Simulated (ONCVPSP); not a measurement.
## Building the ONCV potential for bismuth (Bi) (LDA (Perdew-Zunger), scalar-relativistic).

ONCVPSP 4.0.1 was run on this input:

```
# ATOM AND REFERENCE CONFIGURATION
# atsym  z   nc   nv     iexc    psfile
  Bi 83.00   10    5        3      upf
#
#   n    l    f
    1    0    2.00
    2    0    2.00
    2    1    6.00
    3    0    2.00
    3    1    6.00
    3    2   10.00
    4    0    2.00
    4    1    6.00
    4    2   10.00
    4    3   14.00
    5    0    2.00
    5    1    6.00
    5    2   10.00
    6    0    2.00
    6    1    2.00
#
# PSEUDOPOTENTIAL AND OPTIMIZATION
# lmax
    2
#
#   l,   rc,      ep,       ncon, nbas, qcut
    0    1.40    0.00    5    9   10.30
    1    1.20    0.00    4    8   12.50
    2    1.10    0.00    3    7    9.50
#
# LOCAL POTENTIAL
# lloc, lpopt,  rc(5),   dvloc0
    2    5    1.10    0.00
#
# VANDERBILT-KLEINMAN-BYLANDER PROJECTORs
# l, nproj, debl
    0    2    3.80
    1    2    1.00
    2    0    3.60
#
# MODEL CORE CHARGE
# icmod, fcfact, rcfact
    1    0.20    0.00
#
# LOG DERIVATIVE ANALYSIS
# epsh1, epsh2, depsh
   -8.00    5.00    0.04
#
# OUTPUT GRID
# rlmax, drl
    6.00    0.01
#
# TEST CONFIGURATIONS
# ncnf
    4
# nvcnf
#   n    l    f
    5
    5    0    2.00
    5    1    6.00
    5    2   10.00
    6    0    2.00
    6    1    3.00
#
    5
    5    0    2.00
    5    1    6.00
    5    2   10.00
    6    0    2.00
    6    1    1.00
#
    5
    5    0    2.00
    5    1    6.00
    5    2   10.00
    6    0    2.00
    6    1    0.00
#
    5
    5    0    2.00
    5    1    6.00
    5    2    9.00
    6    0    2.00
    6    1    4.00
#
```

Command:

```bash
oncvpsp.x < Bi.dat > Bi.out
```

The program printed (shortened: citation, most of the input echo, consistency checks and plot data are left out):

```
ONCVPSP  (Optimized Norm-Conservinng Vanderbilt PSeudopotential)
scalar-relativistic version 4.0.1

#   n    l    f        energy (Ha)
    1    0    2.00    -3.3304565E+03
    2    0    2.00    -5.9868442E+02
    2    1    6.00    -5.1225889E+02
    3    0    2.00    -1.4473128E+02
    3    1    6.00    -1.2004951E+02
    3    2   10.00    -9.5250664E+01
    4    0    2.00    -3.3423671E+01
    4    1    6.00    -2.5336587E+01
    4    2   10.00    -1.6100388E+01
    4    3   14.00    -5.9226284E+00
    5    0    2.00    -6.1085941E+00
    5    1    6.00    -3.8274459E+00
    5    2   10.00    -1.2985805E+00
    6    0    2.00    -8.2514744E-01
    6    1    2.00    -4.3065359E-01

Reference configufation results
  iterations    24
  all-electron total energy (Ha)   -2.15190204D+04

Begin loop to  construct optimized pseudo wave functions
and semi-local pseudopoentials for all angular momenta

Calculating optimized projector #   1

 for l=   0

    Fraction of norm inside rc  0.970746
    Optimizing pswf for qcut=  10.29 a_B^-1,  ecut=  52.98 Ha
    Residual kinetic energy error=  4.85D-06 Ha

    Energy error per electron        Cutoff
         Ha          eV             Ha
         0.01000     0.27211       33.40
         0.00100     0.02721       40.50
         0.00010     0.00272       46.25
         0.00001     0.00027       51.73

Calculating optimized projector #   2

 for l=   0

    Fraction of norm inside rc  0.123466
    Optimizing pswf for qcut=  10.29 a_B^-1,  ecut=  52.98 Ha
    Residual kinetic energy error=  4.16D-06 Ha

    Energy error per electron        Cutoff
         Ha          eV             Ha
         0.01000     0.27211       30.39
         0.00100     0.02721       39.02
         0.00010     0.00272       45.67
         0.00001     0.00027       51.23

Calculating optimized projector #   1

 for l=   1

    Fraction of norm inside rc  0.805072
    Optimizing pswf for qcut=  12.51 a_B^-1,  ecut=  78.31 Ha
    Residual kinetic energy error=  2.91D-07 Ha

    Energy error per electron        Cutoff
         Ha          eV             Ha
         0.01000     0.27211       43.24
         0.00100     0.02721       54.11
         0.00010     0.00272       62.53
         0.00001     0.00027       69.18

Calculating optimized projector #   2

 for l=   1

    Fraction of norm inside rc  0.041485
    Optimizing pswf for qcut=  12.51 a_B^-1,  ecut=  78.31 Ha
    Residual kinetic energy error=  8.91D-08 Ha

    Energy error per electron        Cutoff
         Ha          eV             Ha
         0.01000     0.27211       32.42
         0.00100     0.02721       46.83
         0.00010     0.00272       57.76
         0.00001     0.00027       66.12

Calculating optimized projector #   1

 for l=   2

    Fraction of norm inside rc  0.434401
    Optimizing pswf for qcut=   9.51 a_B^-1,  ecut=  45.26 Ha
    Residual kinetic energy error=  7.98D-05 Ha

    Energy error per electron        Cutoff
         Ha          eV             Ha
         0.01000     0.27211       20.73
         0.00100     0.02721       25.72
         0.00010     0.00272       43.78
         0.00001     0.00027      149.72

Construct Vanderbilt / Kleinmman-Bylander projectors

B matrix Hermiticity error, ll=   0
   1   2    1.4886E-03

  Orthonormal projector coefficients  1.5348E+01 -1.0630E+00

B matrix Hermiticity error, ll=   1
   1   2    6.5193E-04

  Orthonormal projector coefficients  1.0461E+01 -1.1484E+00

Model core correction analysis
  based on d2Exc/dn_idn_j

d2excae - all-electron derivatives

   -2.814043D-02   -2.472061D-02   -1.576517D-02   -2.252967D-03
   -1.350452D-03
   -2.472065D-02   -2.387918D-02   -1.723845D-02   -2.207462D-03
   -1.131979D-03
   -1.576523D-02   -1.723850D-02   -1.472311D-02   -2.069536D-03
   -7.100582D-04
   -2.252986D-03   -2.207477D-03   -2.069560D-03   -6.543544D-04
   -1.641300D-04
   -1.350468D-03   -1.131990D-03   -7.100635D-04   -1.641303D-04
   -8.017215D-05

d2excps - pseudofunction derivatives with no core correction

   -4.554261D-02   -3.577085D-02   -2.120439D-02   -4.421402D-03
   -2.362822D-03
   -3.577146D-02   -3.195405D-02   -2.142489D-02   -3.419197D-03
   -1.803882D-03
   -2.120483D-02   -2.142505D-02   -1.693913D-02   -2.634951D-03
   -1.037027D-03
   -4.421661D-03   -3.419251D-03   -2.634980D-03   -9.492237D-04
   -2.841144D-04
   -2.362936D-03   -1.803919D-03   -1.037035D-03   -2.841147D-04
   -1.409260D-04

rms 2nd derivative error    5.395086E-03

Polynomial model core charge

d2excps - pseudofunction derivatives with core correction

   -2.857531D-02   -2.555522D-02   -1.653523D-02   -2.401194D-03
   -1.445779D-03
   -2.555523D-02   -2.507040D-02   -1.809198D-02   -2.325708D-03
   -1.233072D-03
   -1.653528D-02   -1.809203D-02   -1.521659D-02   -2.161059D-03
   -7.800084D-04
   -2.401210D-03   -2.325723D-03   -2.161083D-03   -6.793683D-04
   -1.767135D-04
   -1.445794D-03   -1.233083D-03   -7.800139D-04   -1.767137D-04
   -8.922800D-05

rms 2nd derivative error    4.909512E-04

Pseudoatom total energy -215.903326

Diagnostic tests using Vanderbilt-Kleinman-Bylander pseudopotentials
  1 or more projectors used as specified by nproj input data

   l    rcore       rmatch      e in        delta e   norm test  slope test

   0   1.4038480   1.4464718  -6.1085941  -0.0000026   1.0004196   1.0003896
   0   1.4038480   1.4464718  -0.8251474   0.0000094   1.0000652   1.0000609

   1   1.2016350   1.2381193  -3.8274459  -0.0000460   1.0002935   1.0003202
   1   1.2016350   1.2381193  -0.4306536   0.0000161   1.0000830   1.0001236

   2   1.1050981   1.1386513  -1.2985805   0.0000292   1.0000122   1.0000889

 Testing for bound ghosts
   n   l    E NL Schr. Eq   E Basis Diag.   E Cutoff

   1   0       -6.108597       -6.108593    178.45
   2   0       -0.825138       -0.801583    178.45

   2   1       -3.827492       -3.827469    210.14
   3   1       -0.430638       -0.206825    210.14

 Testing for highly-localized positive-energy ghosts
       l    <radius>/rc     E Basis Diag.   E Cutoff

Test configuration 0

   n   l     f        eae           eps        diff
   1   0  2.0000-3330.45649427
   2   0  2.0000 -598.68441808
   2   1  6.0000 -512.25888642
   3   0  2.0000 -144.73128079
   3   1  6.0000 -120.04951389
   3   2 10.0000  -95.25066446
   4   0  2.0000  -33.42367090
   4   1  6.0000  -25.33658715
   4   2 10.0000  -16.10038845
   4   3 14.0000   -5.92262837
   5   0  2.0000   -6.10859411   -6.10859668   -2.57D-06
   5   1  6.0000   -3.82744590   -3.82749193   -4.60D-05
   5   2 10.0000   -1.29858051   -1.29855134    2.92D-05
   6   0  2.0000   -0.82514744   -0.82513801    9.43D-06
   6   1  2.0000   -0.43065359   -0.43063750    1.61D-05

    Total energies and differences
      AE_ref= -2.15190204D+04  AE_tst= -2.15190204D+04  dif=  0.00D+00
      PS_ref= -2.15903326D+02  PS_tst= -2.15903326D+02  dif= -8.53D-14
      PSP excitation error=  8.53D-14

Test configuration 1

   n   l     f        eae           eps        diff
   1   0  2.0000-3330.15322789
   2   0  2.0000 -598.38215092
   2   1  6.0000 -511.95653094
   3   0  2.0000 -144.42926115
   3   1  6.0000 -119.74748507
   3   2 10.0000  -94.94867581
   4   0  2.0000  -33.12180616
   4   1  6.0000  -25.03474068
   4   2 10.0000  -15.79857885
   4   3 14.0000   -5.62085733
   5   0  2.0000   -5.80730414   -5.80726975    3.44D-05
   5   1  6.0000   -3.52628579   -3.52632985   -4.41D-05
   5   2 10.0000   -0.99893779   -0.99891995    1.78D-05
   6   0  2.0000   -0.54242547   -0.54241716    8.30D-06
   6   1  3.0000   -0.17545850   -0.17544786    1.06D-05

    Total energies and differences
      AE_ref= -2.15190204D+04  AE_tst= -2.15193201D+04  dif= -3.00D-01
      PS_ref= -2.15903326D+02  PS_tst= -2.16203102D+02  dif= -3.00D-01
      PSP excitation error=  1.24D-04

Test configuration 2

   n   l     f        eae           eps        diff
   1   0  2.0000-3330.80904369
   2   0  2.0000 -599.03503919
   2   1  6.0000 -512.60967032
   3   0  2.0000 -145.08135005
   3   1  6.0000 -120.39959807
   3   2 10.0000  -95.60068611
   4   0  2.0000  -33.77335088
   4   1  6.0000  -25.68621827
   4   2 10.0000  -16.44993687
   4   3 14.0000   -6.27208281
   5   0  2.0000   -6.45679604   -6.45691637   -1.20D-04
   5   1  6.0000   -4.17521276   -4.17527745   -6.47D-05
   5   2 10.0000   -1.64324465   -1.64319567    4.90D-05
   6   0  2.0000   -1.14367484   -1.14367408    7.55D-07
   6   1  1.0000   -0.71841036   -0.71839140    1.90D-05

    Total energies and differences
      AE_ref= -2.15190204D+04  AE_tst= -2.15184484D+04  dif=  5.72D-01
      PS_ref= -2.15903326D+02  PS_tst= -2.15331054D+02  dif=  5.72D-01
      PSP excitation error= -2.55D-04

Test configuration 3

   n   l     f        eae           eps        diff
   1   0  2.0000-3331.20107796
   2   0  2.0000 -599.42411250
   2   1  6.0000 -512.99898891
   3   0  2.0000 -145.46950472
   3   1  6.0000 -120.78777345
   3   2 10.0000  -95.98877910
   4   0  2.0000  -34.16082609
   4   1  6.0000  -26.07360684
   4   2 10.0000  -16.83718896
   4   3 14.0000   -6.65917431
   5   0  2.0000   -6.84169368   -6.84202957   -3.36D-04
   5   1  6.0000   -4.55927878   -4.55938326   -1.04D-04
   5   2 10.0000   -2.02239426   -2.02231658    7.77D-05
   6   0  2.0000   -1.48750401   -1.48752663   -2.26D-05

    Total energies and differences
      AE_ref= -2.15190204D+04  AE_tst= -2.15175769D+04  dif=  1.44D+00
      PS_ref= -2.15903326D+02  PS_tst= -2.14459135D+02  dif=  1.44D+00
      PSP excitation error= -6.65D-04

Test configuration 4

   n   l     f        eae           eps        diff
   1   0  2.0000-3330.38056382
   2   0  2.0000 -598.61711354
   2   1  6.0000 -512.19121618
   3   0  2.0000 -144.65974063
   3   1  6.0000 -119.97788371
   3   2 10.0000  -95.18028811
   4   0  2.0000  -33.34833627
   4   1  6.0000  -25.26082246
   4   2 10.0000  -16.02443776
   4   3 14.0000   -5.84574659
   5   0  2.0000   -6.01564069   -6.01482059    8.20D-04
   5   1  6.0000   -3.72255712   -3.72221832    3.39D-04
   5   2  9.0000   -1.16181894   -1.16166933    1.50D-04
   6   0  2.0000   -0.61353548   -0.61344874    8.67D-05
   6   1  4.0000   -0.21174326   -0.21172358    1.97D-05

    Total energies and differences
      AE_ref= -2.15190204D+04  AE_tst= -2.15184336D+04  dif=  5.87D-01
      PS_ref= -2.15903326D+02  PS_tst= -2.15316336D+02  dif=  5.87D-01
      PSP excitation error= -1.22D-04
```

The run took about 3.6 s on one core of a shared server CPU.
